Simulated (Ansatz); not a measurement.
Start from `[CH3][Sb]([CH3])[SH]` and change one atom or group to get `[CH3][Sb]([NH2])[SH]`.

Ansatz, PBE0-D4/def2-TZVP geometries, multiplicity 1. Each molecule was computed in one conformer, which needn't be the lowest.

Elements past krypton have def2 core potentials.

```csv
property,`[CH3][Sb]([CH3])[SH]`
HOMO–LUMO gap (ωB97M-V/def2-TZVPP) / eV,9.89
LUMO energy (PBE0/def2-TZVPP) / eV,-0.72
size of the dipole moment (B3LYP/def2-TZVPP) / D,1.72
LUMO energy (ωB97M-V/def2-TZVPP) / eV,0.99
size of the dipole moment (PBE/def2-TZVPP) / D,1.64
size of the dipole moment (ωB97M-V/def2-TZVPP) / D,1.74
```

Task: Give the same properties after the change, and the shifts. (Estimate.)

Result: Computed: 
| property | `[CH3][Sb]([NH2])[SH]` | shift |
| --- | --- | --- |
| HOMO–LUMO gap (ωB97M-V/def2-TZVPP) / eV | 10.02 | 0.13 |
| LUMO energy (PBE0/def2-TZVPP) / eV | -0.60 | 0.12 |
| size of the dipole moment (B3LYP/def2-TZVPP) / D | 2.43 | 0.71 |
| LUMO energy (ωB97M-V/def2-TZVPP) / eV | 1.09 | 0.10 |
| size of the dipole moment (PBE/def2-TZVPP) / D | 2.34 | 0.70 |
| size of the dipole moment (ωB97M-V/def2-TZVPP) / D | 2.46 | 0.72 |

Dipoles are sizes alone; their direction can turn.

B3LYP here is the variant with VWN-RPA as its local correlation; programs differ in this.

Spin–orbit coupling is left out; it splits and shifts lone-pair levels of the heavy atoms by tenths of an eV.
